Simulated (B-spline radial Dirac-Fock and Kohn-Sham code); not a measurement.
## Ge⁴⁺ 3p1/2: cross section and angular parameters

System: germanium as Ge⁴⁺, configuration [Ar] 3d10; threshold 180.5 eV (orbital energy of the model). The computed values come from an atomic code on a B-spline grid: Dirac-Hartree-Slater photoionisation with a Latter tail; cross sections with all multipoles, angular parameters from the dipole term and its interference with E2.

Input of the calculation (task.json; shells as n, l, electrons):

```json
{"items": [{
  "Z": 32,
  "q": 4,
  "cfg": [[1, 0, 2], [2, 0, 2], [2, 1, 6], [3, 0, 2], [3, 1, 6], [3, 2, 10]],
  "A": 74,
  "rrms": 4.0742,
  "do": "xps",
  "hv": [59.8, 60, 101.0, 106.0, 126.0, 132.0, 222.0, 240.0, 268.0, 292.0, 300, 340.0, 400, 444.0, 462.0, 662.0, 858.0, 918.0, 1060.0, 1070.0, 1720.0, 2000, 2610.0, 2984.4, 4000, 5414.7, 5850.0, 6500.0, 7850.0, 8047.8]
}]}
```

Run with: `python xray2_run.py task.json out`

For linearly polarised light dσ/dΩ = σ/(4π) [1 + β P₂(cos θ) + (δ + γ cos²θ) sin θ cos φ], with θ from the polarisation vector and φ the angle between the beam and the projection of the electron momentum on the plane normal to the polarisation.

```
hν (eV)  σ (kb)      β       γ      δ
    222     227  0.595   0.137  0.054
    240     231  0.817   0.180  0.039
    268     229  1.046   0.191  0.024
    292     221  1.176   0.176  0.015
    300     217  1.211   0.168  0.013
    340     198  1.340   0.123  0.006
    400     169  1.454   0.061  0.002
    444     150  1.504   0.028  0.001
    462     143  1.519   0.017  0.000
    662    84.6  1.601  -0.021  0.001
    858    53.3  1.614   0.016  0.003
    918       ?      ?       ?      ?
   1060    35.3  1.604   0.081  0.005
   1070    34.6  1.604   0.084  0.005
   1720    12.1  1.532   0.317  0.014
   2000    8.38  1.497   0.408  0.018
   2610    4.26  1.425   0.583  0.028
 2984.4    2.99  1.383   0.674  0.035
   4000    1.34  1.281   0.876  0.054
 5414.7   0.559  1.163   1.088  0.081
   5850   0.444  1.131   1.141  0.090
   6500   0.324  1.087   1.212  0.103
   7850   0.181  1.006   1.337  0.129
 8047.8   0.168  0.996   1.353  0.133
```

**Question.** Give the values at 918 eV.

**Answer.** σ = 46.8 kb, β = 1.612, γ = 0.034, δ = 0.003.
